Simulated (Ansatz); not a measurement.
Reaction (SMILES): O[SiH2]O [dihydroxysilane] + 2 [H][H] (H2) → 2 O (H2O) + [SiH4] (SiH4)
Structures are relaxed separately at B3LYP-D3(BJ)/def2-TZVP in Ansatz (an electronic-structure program), one conformer each, not searched for the lowest.

Property: energy of full hydrogenation (electronic energy difference), in kcal/mol. Correlated levels leave the core frozen unless marked. Spin-orbit coupling is left out. Non-relativistic. CBS(X,Y): correlation extrapolated as X^-3; Hartree-Fock from the larger set. [CCSD(T)-MP2]/basis is that difference in the basis named.

```csv
level,program,energy of full hydrogenation (kcal/mol),minus last row
r2SCAN/def2-TZVPD,Ansatz,37.7,-0.1
PBE0-D4/def2-TZVPD,Ansatz + dftd4,32.6,-5.2
PBE0/def2-TZVP,Ansatz,34.4,-3.4
PBE0/def2-TZVPD,Ansatz,31.7,-6.1
BHLYP/def2-TZVPD,Ansatz,35.3,-2.5
B2PLYP-D4/def2-TZVPD,Ansatz + dftd4,37.4,-0.4
B2PLYP/def2-TZVPD,Ansatz,36.6,-1.2
RPA@PBE/cc-pV(T+d)Z,Ansatz,35.9,-1.9
SCS-MP2/6-31G*,Ansatz,43.5,5.7
CCSD/aug-cc-pV(T+d)Z,Ansatz,34.3,-3.5
CCSD/cc-pV(Q+d)Z,Ansatz,36.5,-1.3
CCSD(T)/cc-pV(T+d)Z,Ansatz,37.4,-0.4
"RI-MP2/CBS(aug-cc-pV(T+d)Z,aug-cc-pV(Q+d)Z)+[CCSD(T)-MP2]/aug-cc-pV(D+d)Z",Ansatz,36.3,-1.5
"RI-MP2/CBS(cc-pV(T+d)Z,cc-pV(Q+d)Z)+[CCSD(T)-MP2]/cc-pV(Q+d)Z",Ansatz,37.4,-0.4
"CCSD(T)/CBS(cc-pV(T+d)Z,cc-pV(Q+d)Z)",Ansatz,37.8,0.0
```
